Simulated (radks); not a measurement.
Be+, configuration [He] 2s1. All-electron calculation, Dirac Kohn-Sham, PBE, spin-unpolarised, spherical densities, point nucleus. Program: a radial shooting solver on a logarithmic mesh with Libxc functionals.

Normalised radial functions P(r) = r R(r) (large component), r in bohr:

```
   r/bohr * 2s1/2 (the largest magnitude, 0.691, reaches the edge; | marks zero)
  0.01893                             | *
  0.02565                             |  *
  0.03505                             |   *
   0.0475                             |    *
  0.06437                             |      *
  0.08794                             |       *
   0.1192                             |         *
   0.1615                             |          *
   0.2207                             |          *
   0.2991                             |         *
   0.4053                             |      *
   0.5537                             |*
   0.7504                      *      |
    1.017             *               |
    1.389     *                       |
    1.883  *                          |
    2.552     *                       |
    3.486              *              |
    4.725                      *      |
    6.404                           * |
```

2s1/2: eigenvalue -13.700 eV, 1 radial node at r = 0.588 bohr, <r> = 2.29 bohr, 90 % of the charge inside 3.56 bohr.
